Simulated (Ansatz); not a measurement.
`[NH2][GaH][O][SiH3]` + H₂S → `[SiH3][O][GaH][SH]` + NH₃  (ligand exchange at a Ga–N bond)

Program: Ansatz. Geometries: PBE0-D4/def2-TZVP. ΔE: electronic, gas phase. CBS: MP2 limit from def2 TZ/QZ plus the TZ coupled-cluster correction, frozen cores. This one scheme is used for every species. DFT in def2-TZVPP. For Ga outer-core shells are correlated without core-valence functions, which leaves a few kJ/mol of doubt a bond. Scalar relativity is left out up to krypton. Each species was taken in one conformer, which may not be the lowest.

```json
{"level": "revPBE-D4", "ΔE (kJ/mol)": "-57.9", "difference from CCSD(T)/CBS": "-8.7"}
{"level": "BLYP-D4", "ΔE (kJ/mol)": "-52.8", "difference from CCSD(T)/CBS": "-3.6"}
{"level": "PBE0-D4", "ΔE (kJ/mol)": "-57.5", "difference from CCSD(T)/CBS": "-8.3"}
{"level": "r2SCANh-D4", "ΔE (kJ/mol)": "-54.8", "difference from CCSD(T)/CBS": "-5.6"}
{"level": "BHLYP-D4", "ΔE (kJ/mol)": "-53.1", "difference from CCSD(T)/CBS": "-3.9"}
{"level": "ωB97M-V", "ΔE (kJ/mol)": "-51.0", "difference from CCSD(T)/CBS": "-1.8"}
{"level": "B2PLYP", "ΔE (kJ/mol)": "-48.4", "difference from CCSD(T)/CBS": "0.8"}
{"level": "PBE", "ΔE (kJ/mol)": "-55.3", "difference from CCSD(T)/CBS": "-6.1"}
{"level": "BLYP", "ΔE (kJ/mol)": "-48.2", "difference from CCSD(T)/CBS": "1.0"}
{"level": "r2SCAN", "ΔE (kJ/mol)": "-54.1", "difference from CCSD(T)/CBS": "-4.9"}
{"level": "HF/def2-SVP", "ΔE (kJ/mol)": "-44.0", "difference from CCSD(T)/CBS": "5.2"}
{"level": "MP2/def2-SVP", "ΔE (kJ/mol)": "-43.2", "difference from CCSD(T)/CBS": "6.0"}
{"level": "MP2/def2-TZVPP", "ΔE (kJ/mol)": "-49.4", "difference from CCSD(T)/CBS": "-0.2"}
{"level": "SCS-MP2/def2-TZVPP", "ΔE (kJ/mol)": "-45.9", "difference from CCSD(T)/CBS": "3.3"}
{"level": "CCSD(T)/def2-TZVPP", "ΔE (kJ/mol)": "-48.2", "difference from CCSD(T)/CBS": "1.0"}
{"level": "HF/def2-QZVPP", "ΔE (kJ/mol)": "-45.0", "difference from CCSD(T)/CBS": "4.2"}
{"level": "CCSD(T)/CBS", "ΔE (kJ/mol)": "-49.2", "difference from CCSD(T)/CBS": "0"}
```

Problem. What do rigid-rotor, harmonic-oscillator terms from PBE0-D4/def2-TZVP frequencies (298.15 K, 1 bar) make of the CCSD(T)/CBS value? (An estimate is asked.)

Solution. The calculation gave: ΔZPE = +9.7 kJ/mol, ΔH = -40.3 kJ/mol, ΔS = -16 J/(mol·K), ΔG = -35.5 kJ/mol. Modes under 50 cm⁻¹ make the entropy rough.

Largest T1 diagnostic among the species: 0.014.

At CCSD(T), def2-SVP lies +6.2 kJ/mol from the extrapolated value and def2-TZVPP +1.0 kJ/mol. The D4 term adds −4.2 kJ/mol with B3LYP and −2.3 kJ/mol with PBE0; it sums over pairs of atoms, weighted by their polarisabilities, and B3LYP, whose exchange is more repulsive, gets the larger term.

B3LYP here is the variant with VWN-RPA as its local correlation; programs differ in this.
